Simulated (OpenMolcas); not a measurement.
## I5+: effect of the active space

* Program: OpenMolcas 26.06
* Method: XMS-CASPT2 or its RAS form, IPEA 0.25 Eh, imaginary shift 0.1 Eh
* Basis: ANO-RCC-VTZP
* Scalar Hamiltonian: DKH2, point nucleus
* Spin-orbit coupling: RASSI with atomic mean-field integrals over the reference wave functions, term energies averaged over their components

A. 2 electrons in 4 orbitals (5s 5p); 2S+1 = 3 even, 3 roots; 2S+1 = 1 even, 7 roots; 2S+1 = 3 odd, 3 roots; 2S+1 = 1 odd, 3 roots; closed shells correlated: 4d; CASPT2 step roughly 2.2 core-seconds
B. 2 electrons in 9 orbitals (RAS2 5s 5p; RAS3 5d, at most 2 electrons); 2S+1 = 3 even, 3 roots; 2S+1 = 1 even, 7 roots; 2S+1 = 3 odd, 3 roots; 2S+1 = 1 odd, 3 roots; closed shells correlated: 4d; CASPT2 step of the order of 5 core-seconds

Energies in cm-1 above 5s2 1S0, the measured ground level; measured values from the list in Rauch et al., Astron. Astrophys. 606, A105 (2017).

```csv
Level,A,B,Measured
5s2 1S0,0.0,0.0,0.0
5s 5p 3P* 0,87980,87950,85666
5s 5p 3P* 1,91380,91350,89262
5s 5p 3P* 2,100990,100930,99685
5s 5p 1P* 1,127270,127880,127424
5p2 3P0,203450,203580,200085
5p2 1D2 [63 %],208790,212630,209432
5p2 3P1,211180,211110,208474
5p2 3P2 [63 %],222830,223480,221984
```

Deviations, from unrounded energies. A percentage is the sum of absolute deviations over the sum of measured energies, with the sign that they share, or ± where signs differ.

```tsv
Against measurement	Levels	A	B
mean absolute deviation (cm-1)	8	1700	2100
other configurations (%)	8	±1.1	+1.4
```

A lies closest to measurement on these levels. The largest miss of A in the table is 5p2 3P0, by +3400 cm-1. The ranking rests on the paired levels alone, and a cruder setting can come out closer through cancelling errors.

Between A and B the level of the table that moves most is 5p2 1D2 [63 %], by 3800 cm-1 (lowest in A, highest in B). Moves below CASPT2's spread within the term are not significant.

CASPT2 breaks the degeneracy within a term, and the mean is taken; among the terms shown or strongly mixed into the levels shown the widest spread is 840 cm-1 (5p2 1D, A). Over all roots computed the reference weight is 0.82 to 0.95 in A; the roots of lowest weight are the least certain, and an intruder state may touch them. The ¹D term of p² mixes with s d, which this space lacks (holds for A). Active for correlation alone: 5d; no level in the range computed is led by a configuration that fills it, so any true level of that kind is missing (holds for B). Some terms mix strongly with configurations of 5d, whose occupation reaches 0.22 (5p2 1D) (holds for B). Measured partners are found by configuration, term and J. A level has none where our copy of the source lacks it or the pairing is in doubt (some pairs that miss far off the trend of their configuration count as doubtful), and it then counts in no deviation. Only configurations of the active space appear. Levels that lie high or do not pair safely by name in every column are left out.

A share in square brackets marks a mixed level and gives the weight of the term that names it, the lowest over the columns. * marks odd parity.
